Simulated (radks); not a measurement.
The numbers below are computed, except where a source is named.
Species: the phosphorus ion P+. Configuration: [Ne] 3s2 3p2 (the NIST ground configuration). Code: a radial shooting solver on a logarithmic mesh with Libxc functionals. Model: Dirac Kohn-Sham, PBE, spin-unpolarised, spherical densities, point nucleus; open shells fill j = l - 1/2 first.

Normalised radial functions P(r) = r R(r) (large component), r in bohr:

```
   r/bohr * 3p3/2 (the largest magnitude, 0.725, reaches the edge; | marks zero)
 0.004974                             *
 0.006477                             *
 0.008434                             *
  0.01098                             *
   0.0143                             *
  0.01862                             *
  0.02425                             |*
  0.03157                             |*
  0.04111                             |*
  0.05353                             | *
   0.0697                             |  *
  0.09076                             |    *
   0.1182                             |      *
   0.1539                             |        *
   0.2004                             |          *
   0.2609                             |           *
   0.3398                             |           *
   0.4424                             |        *
   0.5761                             |  *
   0.7501                        *    |
   0.9846              *              |
    1.282      *                      |
    1.669  *                          |
    2.174    *                        |
    2.831          *                  |
    3.686                  *          |
    4.799                        *    |
    6.249                            *|
    8.138                             *
     10.6                             *
     13.8                             *
```

3p3/2 (empty): eigenvalue -14.176 eV, 1 radial node at r = 0.639 bohr, <r> = 2.14 bohr, 90 % of the charge inside 3.31 bohr.
